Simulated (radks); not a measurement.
Neutral chlorine inside a hard spherical wall (all orbitals vanish at R), configuration held at [Ne] 3s2 3p5 and not refilled when levels cross. Method: scalar-relativistic Kohn-Sham, r2SCAN, spin-polarised, spherical densities, finite nucleus; open shells are filled with parallel spins first; meta-GGA in the generalised Kohn-Sham scheme; Fermi nuclear charge, rms radius 3.3654 fm; computed with a radial shooting solver on a logarithmic mesh with Libxc functionals. Eigenvalues in eV for spin up, with the zero of energy where the potential of the charges vanishes at infinity; a dash marks a level that is unbound or too diffuse for the functional's potential to be trusted. A positive occupied level is held by the wall or, in an anion where self-interaction has pushed it up, behind a barrier. The pressure on the wall is -dE/dV.

R (bohr) = free: E (hartree) -461.59562; kinetic (hartree) 463.691; e(2s) -257.96; e(2p) -194.79; e(3s) -22.195; e(3p) -9.451; e(4s, empty) -; e(4p, empty) -; pressure (GPa) 0
R (bohr) = 15: E (hartree) -461.59562; kinetic (hartree) 463.691; e(2s) -257.96; e(2p) -194.79; e(3s) -22.195; e(3p) -9.451; e(4s, empty) -; e(4p, empty) -; pressure (GPa) < 0.0001
R (bohr) = 12: E (hartree) -461.59562; kinetic (hartree) 463.691; e(2s) -257.96; e(2p) -194.79; e(3s) -22.195; e(3p) -9.451; e(4s, empty) 0.525; e(4p, empty) 1.669; pressure (GPa) < 0.0001
R (bohr) = 10: E (hartree) -461.59561; kinetic (hartree) 463.691; e(2s) -257.95; e(2p) -194.79; e(3s) -22.194; e(3p) -9.450; e(4s, empty) 0.909; e(4p, empty) 2.475; pressure (GPa) 0.000267
R (bohr) = 6: E (hartree) -461.59070; kinetic (hartree) 463.734; e(2s) -257.67; e(2p) -194.50; e(3s) -21.983; e(3p) -9.239; e(4s, empty) 4.778; e(4p, empty) 8.910; pressure (GPa) 0.532
R (bohr) = 5: E (hartree) -461.56944; kinetic (hartree) 463.884; e(2s) -256.88; e(2p) -193.70; e(3s) -21.437; e(3p) -8.661; e(4s, empty) 8.947; e(4p, empty) 14.638; pressure (GPa) 4.16
R (bohr) = 4: E (hartree) -461.44866; kinetic (hartree) 464.577; e(2s) -254.00; e(2p) -190.80; e(3s) -19.544; e(3p) -6.538; e(4s, empty) 19.631; e(4p, empty) 27.555; pressure (GPa) 38.1
R (bohr) = 3.5: E (hartree) -461.23553; kinetic (hartree) 465.618; e(2s) -250.43; e(2p) -187.20; e(3s) -17.183; e(3p) -3.804; e(4s, empty) 31.328; e(4p, empty) 40.647; pressure (GPa) 126
R (bohr) = 3: E (hartree) -460.68436; kinetic (hartree) 467.949; e(2s) -243.72; e(2p) -180.41; e(3s) -12.457; e(3p) 1.709; e(4s, empty) 52.956; e(4p, empty) 63.736; pressure (GPa) 453
R (bohr) = 2.5: E (hartree) -459.18523; kinetic (hartree) 473.328; e(2s) -231.20; e(2p) -167.70; e(3s) -2.230; e(3p) 13.459; e(4s, empty) 95.733; e(4p, empty) 107.50; pressure (GPa) 1820
R (bohr) = 2: E (hartree) -454.76337; kinetic (hartree) 486.656; e(2s) -207.78; e(2p) -143.78; e(3s) 23.003; e(3p) 41.250; e(4s, empty) 189.07; e(4p, empty) 199.05; pressure (GPa) 8780
